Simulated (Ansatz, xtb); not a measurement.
## C5H7FS: which of two isomers lies lower

We compare a, `CC1=C[C@H](F)CS1`, a singlet, with b, `CC1=CSC[C@@H]1F`, a singlet. Both are isolated molecules in the gas phase, relaxed with r2SCAN-D4/def2-SVP; the shapes shown needn't be the lowest conformers.

a (Å):

```json
{"atom": "C", "x (Å)": "-2.2172", "y (Å)": "-1.2686", "z (Å)": "-2.2072"}
{"atom": "C", "x (Å)": "-1.2712", "y (Å)": "-0.8053", "z (Å)": "-1.1518"}
{"atom": "C", "x (Å)": "-0.7070", "y (Å)": "-1.5413", "z (Å)": "-0.1691"}
{"atom": "C", "x (Å)": "0.0719", "y (Å)": "-0.7537", "z (Å)": "0.8304"}
{"atom": "C", "x (Å)": "0.4260", "y (Å)": "0.5798", "z (Å)": "0.1753"}
{"atom": "F", "x (Å)": "-0.7184", "y (Å)": "-0.5264", "z (Å)": "1.9679"}
{"atom": "S", "x (Å)": "-0.8197", "y (Å)": "0.9037", "z (Å)": "-1.1305"}
{"atom": "H", "x (Å)": "-3.1644", "y (Å)": "-0.7069", "z (Å)": "-2.1530"}
{"atom": "H", "x (Å)": "-2.4394", "y (Å)": "-2.3381", "z (Å)": "-2.0873"}
{"atom": "H", "x (Å)": "-1.8009", "y (Å)": "-1.1022", "z (Å)": "-3.2142"}
{"atom": "H", "x (Å)": "-0.9162", "y (Å)": "-2.6052", "z (Å)": "-0.0310"}
{"atom": "H", "x (Å)": "0.9835", "y (Å)": "-1.2623", "z (Å)": "1.1922"}
{"atom": "H", "x (Å)": "0.4249", "y (Å)": "1.3907", "z (Å)": "0.9178"}
{"atom": "H", "x (Å)": "1.4161", "y (Å)": "0.5254", "z (Å)": "-0.3038"}
```

b (Å):

```yaml
atoms:
  - { symbol: C, position_ang: [0.2782, 1.5611, -0.0528] }
  - { symbol: C, position_ang: [-0.6155, 0.3744, 0.0941] }
  - { symbol: C, position_ang: [-0.7126, -0.6716, -0.7542] }
  - { symbol: C, position_ang: [-2.2403, -1.0638, 1.2365] }
  - { symbol: C, position_ang: [-1.6674, 0.3479, 1.1676] }
  - { symbol: F, position_ang: [-2.6724, 1.2670, 0.8283] }
  - { symbol: S, position_ang: [-1.9170, -1.8863, -0.3750] }
  - { symbol: H, position_ang: [0.9190, 1.4816, -0.9426] }
  - { symbol: H, position_ang: [-0.3249, 2.4814, -0.1422] }
  - { symbol: H, position_ang: [0.9297, 1.6897, 0.8296] }
  - { symbol: H, position_ang: [-0.1166, -0.8056, -1.6616] }
  - { symbol: H, position_ang: [-1.7350, -1.6478, 2.0215] }
  - { symbol: H, position_ang: [-3.3196, -1.0380, 1.4443] }
  - { symbol: H, position_ang: [-1.2904, 0.6664, 2.1574] }
```

Q: Estimate E(b) − E(a) at the level CCSD(T)/def2-SVP + ΔMP2/def2-TZVPP.

A: Not settled: CCSD(T)/def2-SVP + ΔMP2/def2-TZVPP gives E(b) − E(a) = +0.052 eV, but this leans on the basis-set step: CCSD(T) alone gives +0.037 eV.

The same difference at several levels:

```csv
level,geometry,E(b) − E(a) (eV),departure from the last row (eV),"job, with rough time for the two"
GFN2-xTB,GFN2-xTB,0.000,−0.052,"optimisation, 0.15 s"
HF/STO-3G,GFN2-xTB,−0.001,−0.052,"single point, 0.36 s"
r2SCAN-D4/def2-SVP//GFN2-xTB,GFN2-xTB,+0.043,−0.009,"single point, 3.9 s"
r2SCAN-D4/def2-SVP,r2SCAN-D4/def2-SVP,+0.049,−0.003,"optimisation, 47 s"
HF/def2-SVP,r2SCAN-D4/def2-SVP,+0.061,+0.009,part of the CCSD(T) run
MP2/def2-SVP,r2SCAN-D4/def2-SVP,+0.046,−0.005,part of the CCSD(T) run
CCSD(T)/def2-SVP,r2SCAN-D4/def2-SVP,+0.037,−0.015,single point
CCSD(T)/def2-SVP + ΔMP2/def2-TZVPP,r2SCAN-D4/def2-SVP,+0.052,,"single point, 74 s"
```

As drawn, both hold the same kinds of bond in the same numbers.

GFN2-xTB, HF/STO-3G find them nearly level. The largest departure from CCSD(T)/def2-SVP + ΔMP2/def2-TZVPP is that of HF/STO-3G, 0.052 eV. The last row adds to CCSD(T) the change of the MP2 difference between the two basis sets, here +0.015 eV.

With thermal terms from frequencies at re-optimised GFN2-xTB minima (ideal gas, soft modes damped towards free rotors, one conformer each, 298.15 K, 1 atm): the zero-point term adds +0.004 eV; ΔH is +0.055 and ΔG +0.061 eV.

The correlated steps freeze 11 core orbitals. Programs: Ansatz 0.2.0, xtb 6.7.1; the last row on 4 threads of Arm Neoverse V1 on a shared host.
